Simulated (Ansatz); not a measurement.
```yaml
crystal:
  periodic: [false, false, false]
  atoms:
    - {symbol: C, position_ang: [-0.855056, -0.874581, 0.681445]}
    - {symbol: N, position_ang: [0.436067, -0.369864, 0.566579]}
    - {symbol: Ge, position_ang: [0.840950, 0.774359, -0.871737]}
    - {symbol: F, position_ang: [0.322790, 0.075506, -2.309330]}
    - {symbol: F, position_ang: [-0.062609, 2.270574, -0.804813]}
    - {symbol: H, position_ang: [-1.595170, -0.158685, 1.241276]}
    - {symbol: H, position_ang: [-0.941447, -1.773505, 1.256162]}
    - {symbol: H, position_ang: [-1.421053, -0.980496, -0.327510]}
    - {symbol: H, position_ang: [0.909656, -0.229280, 1.315675]}
    - {symbol: H, position_ang: [2.395935, 1.153865, -0.861253]}
basis:
  gaussian: {orbitals: "6-31G*", final_grid: {core_spheres: 1, valence_spheres: 1, degree: 1}}
magnetization: {spin_polarized: true, initial_magnetization: 2}
hamiltonian: {xc: {name: PBE}}
output: {forces: true}
```

```sh
$ ansatz run in.yaml --threads 4 --pin off --events-out ev --progress --plain --max-ram 10444MiB
```

Shortened log:

```
Functional definition: PBE
1186 factors; their error is unknown
mean field evaluation 1: about -64523.9976 eV, gradient 4.6e1 eV
mean field evaluation 2: about -64493.5426 eV, gradient 1.0e2 eV
mean field evaluation 4: about -64531.3576 eV, gradient 5.7e0 eV
mean field evaluation 8: about -64531.5397 eV, gradient 3.1e-1 eV
mean field evaluation 32: about -64581.5569 eV, gradient 2.0e-4 eV
a density is far from that of the atoms, so the factors are made again for it
1187 factors; integrals over basis functions are off by at most 4.3e-4 eV
mean field -64581.44453902 eV, -2373.3243119335 hartree, gradient 6.7e-8 eV, S^2 3.012080; 9 other end points of the search recorded, 0 dependent functions left out
reference -64581.44465679 eV, -2373.3243162618 hartree; 35, 33 occupied and 70, 72 virtual orbitals, 1187 factors
Total energy: -64581.44465679 eV, -2373.3243162618 hartree
Atom 0 at    -0.855056    -0.874581     0.681445 Å, force     8.020555    10.607185    -6.419379 eV/Å
Atom 1 at     0.436067    -0.369864     0.566579 Å, force   -15.737603     1.993892    -5.392861 eV/Å
Atom 2 at     0.840950     0.774359    -0.871737 Å, force    -1.276436    -8.886620    11.805425 eV/Å
Atom 3 at     0.322790     0.075506    -2.309330 Å, force     1.618796    -0.652919     4.073888 eV/Å
Atom 4 at    -0.062609     2.270574    -0.804813 Å, force     1.968921    -6.752619     2.304720 eV/Å
Atom 5 at    -1.595170    -0.158685     1.241276 Å, force     4.093700    -2.606137    -1.798475 eV/Å
Atom 6 at    -0.941447    -1.773505     1.256162 Å, force    -0.260092     0.364666     0.502644 eV/Å
Atom 7 at    -1.421053    -0.980496    -0.327510 Å, force     0.930347     0.479101     3.758014 eV/Å
Atom 8 at     0.909656    -0.229280     1.315675 Å, force     0.085720    -0.803516    -4.236836 eV/Å
Atom 9 at     2.395935     1.153865    -0.861253 Å, force     0.556091     6.256967    -4.597140 eV/Å
Dipole moment:    -0.402325    -0.899014     1.277288 e Å
```

In this input the integration grid is far too coarse. The run converged. The result belongs to that input, not to the molecule as meant.
